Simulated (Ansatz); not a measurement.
Relaxation of GeH₅NS (8 atoms, charge 0, multiplicity 1), to a largest force component of 0.015 eV/Å in at most 40 steps.

Theory: RKS PBE/def2-SVP in Ansatz.

```xyz
8
Properties=species:S:1:pos:R:3
N -1.096 0.426 -0.561
Ge 0.522 0.228 0.219
S 0.930 -1.939 0.366
H -1.206 1.511 -0.685
H -1.077 0.065 -1.553
H 0.520 0.878 1.634
H 1.639 0.917 -0.644
H 2.020 -1.846 -0.428
```

Question: Where does it end, and by what steps?

Answer: It converged. The force dipped under the threshold on the way, but the program's further checks kept it going. After 14 steps the energy has fallen by 0.218 eV; H4 moved furthest, 0.32 Å.

```json
{"step": "0", "energy less start (eV)": "0.0000", "largest force component (eV/Å)": "2.211", "accepted": "yes"}
{"step": "1", "energy less start (eV)": "-0.1720", "largest force component (eV/Å)": "0.858", "accepted": "yes"}
{"step": "2", "energy less start (eV)": "-0.1978", "largest force component (eV/Å)": "0.235", "accepted": "yes"}
{"step": "3", "energy less start (eV)": "-0.1939", "largest force component (eV/Å)": "0.439", "accepted": "no"}
{"step": "4", "energy less start (eV)": "-0.2118", "largest force component (eV/Å)": "0.104", "accepted": "yes"}
{"step": "5", "energy less start (eV)": "-0.2146", "largest force component (eV/Å)": "0.119", "accepted": "yes"}
{"step": "6", "energy less start (eV)": "-0.2166", "largest force component (eV/Å)": "0.060", "accepted": "yes"}
{"step": "7", "energy less start (eV)": "-0.2176", "largest force component (eV/Å)": "0.041", "accepted": "yes"}
{"step": "8", "energy less start (eV)": "-0.2175", "largest force component (eV/Å)": "0.170", "accepted": "no"}
{"step": "9", "energy less start (eV)": "-0.2175", "largest force component (eV/Å)": "0.049", "accepted": "no"}
{"step": "10", "energy less start (eV)": "-0.2180", "largest force component (eV/Å)": "0.011", "accepted": "yes"}
{"step": "11", "energy less start (eV)": "-0.2179", "largest force component (eV/Å)": "0.081", "accepted": "no"}
{"step": "12", "energy less start (eV)": "-0.2182", "largest force component (eV/Å)": "0.019", "accepted": "yes"}
{"step": "13", "energy less start (eV)": "-0.2164", "largest force component (eV/Å)": "0.138", "accepted": "no"}
{"step": "14", "energy less start (eV)": "-0.2183", "largest force component (eV/Å)": "0.009", "accepted": "yes"}
```

```xyz
8
Properties=species:S:1:pos:R:3
N -1.090 0.484 -0.605
Ge 0.588 0.255 0.131
S 0.881 -1.975 0.235
H -1.458 1.437 -0.503
H -1.156 0.208 -1.591
H 0.504 0.912 1.535
H 1.812 0.819 -0.660
H 2.171 -1.901 -0.193
```

Whether the end is a true minimum wasn't checked by a vibrational analysis.

Time of the run: 30 s on 1 thread of AMD EPYC 7B13 (Zen 3), with other jobs on the host, peak memory 0.14 GiB.
